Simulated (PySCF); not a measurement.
C3H4BFO, SMILES C=C=CB(O)F. Atoms are numbered in the order given.

```xyz
10

C     -0.1516     2.6846     0.0000
C      0.3701     1.4870     0.0000
C      0.8682     0.2681     0.0000
B     -0.0455    -0.9980     0.0000
O      0.4305    -2.2660     0.0000
F     -1.3703    -0.8641     0.0000
H     -0.3809     3.2025     0.9374
H     -0.3809     3.2025    -0.9374
H      1.9637     0.1684     0.0000
H      1.3933    -2.3163     0.0000
```

Geometry: B3LYP-D3(BJ)/def2-SVP. The structure was generated by enumeration, and PubChem lists no compound with its InChIKey, so it may never have been made. One conformer was computed; it need not be the lowest.

Two levels are set side by side: PBE/pcSseg-1 (PySCF) and HF/pcSseg-1 (PySCF). GIAO shifts against BF3 (¹¹B), CFCl3 (¹⁹F), H2O (¹⁷O), TMS (¹H), TMS (¹³C) at the same level; non-relativistic, no solvent, atoms listed together averaged. Differences are taken from unrounded values.

```
quantity                  HF
---------------------  -----
δ(¹³C) of C1 (ppm)      79.5
δ(¹³C) of C2 (ppm)     248.3
δ(¹³C) of C3 (ppm)      79.2
δ(¹¹B) of B4 (ppm)      16.3
δ(¹⁷O) of O5 (ppm)     110.7
δ(¹⁹F) of F6 (ppm)     -80.6
δ(¹H) of H7, H8 (ppm)   5.45
δ(¹H) of H9 (ppm)       4.91
δ(¹H) of H10 (ppm)      4.33
```

**Question.** What does PBE give, and how far is it from HF? (The exact figures need the calculation; the answer reports its results.)

**Answer.** 
```json
[
 {"quantity": "δ(¹³C) of C1 (ppm)", "PBE": "74.6", "PBE minus HF": "-4.9"},
 {"quantity": "δ(¹³C) of C2 (ppm)", "PBE": "232.6", "PBE minus HF": "-15.7"},
 {"quantity": "δ(¹³C) of C3 (ppm)", "PBE": "80.8", "PBE minus HF": "1.6"},
 {"quantity": "δ(¹¹B) of B4 (ppm)", "PBE": "14.4", "PBE minus HF": "-2.0"},
 {"quantity": "δ(¹⁷O) of O5 (ppm)", "PBE": "153.9", "PBE minus HF": "43.3"},
 {"quantity": "δ(¹⁹F) of F6 (ppm)", "PBE": "-123.6", "PBE minus HF": "-43.0"},
 {"quantity": "δ(¹H) of H7, H8 (ppm)", "PBE": "5.11", "PBE minus HF": "-0.34"},
 {"quantity": "δ(¹H) of H9 (ppm)", "PBE": "4.97", "PBE minus HF": "0.06"},
 {"quantity": "δ(¹H) of H10 (ppm)", "PBE": "4.38", "PBE minus HF": "0.04"}
]
```

Rough cost on one machine, each run with all the roots and properties that it gave: HF against PBE within a factor of 2.
